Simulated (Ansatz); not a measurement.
Start from `N[SiH](F)P` and change one atom or group to get `N[SiH](F)[SiH2]F`.

Ansatz, PBE0-D4/def2-TZVP geometries, multiplicity 1. Each molecule was computed in one conformer, which needn't be the lowest.

```json
{"property": "HOMO–LUMO gap (PBE0/def2-TZVPP) / eV", "`N[SiH](F)P`": "7.88"}
{"property": "HOMO energy (PBE/def2-TZVPP) / eV", "`N[SiH](F)P`": "-6.40"}
{"property": "size of the dipole moment (ωB97M-V/def2-TZVPP) / D", "`N[SiH](F)P`": "1.87"}
{"property": "LUMO energy (PBE0/def2-TZVPP) / eV", "`N[SiH](F)P`": "0.32"}
{"property": "LUMO energy (PBE/def2-TZVPP) / eV", "`N[SiH](F)P`": "-0.52"}
{"property": "HOMO energy (B3LYP/def2-TZVPP) / eV", "`N[SiH](F)P`": "-7.34"}
```

Problem. What does the change do to each property? (Best estimate.)

Solution. The calculation gave: 
| property | `N[SiH](F)[SiH2]F` | shift |
| --- | --- | --- |
| HOMO–LUMO gap (PBE0/def2-TZVPP) / eV | 7.27 | -0.61 |
| HOMO energy (PBE/def2-TZVPP) / eV | -6.74 | -0.34 |
| size of the dipole moment (ωB97M-V/def2-TZVPP) / D | 1.62 | -0.25 |
| LUMO energy (PBE0/def2-TZVPP) / eV | -0.86 | -1.18 |
| LUMO energy (PBE/def2-TZVPP) / eV | -1.71 | -1.19 |
| HOMO energy (B3LYP/def2-TZVPP) / eV | -7.90 | -0.56 |

With PBE0 the HOMO falls by 0.56 eV and the LUMO falls by 1.18 eV, so the gap narrows by about 0.62 eV. PBE moves the HOMO by -0.34 eV and ωB97M-V by -0.60 eV. Dipoles are sizes alone; their direction can turn.

B3LYP here is the variant with VWN-RPA as its local correlation; programs differ in this.
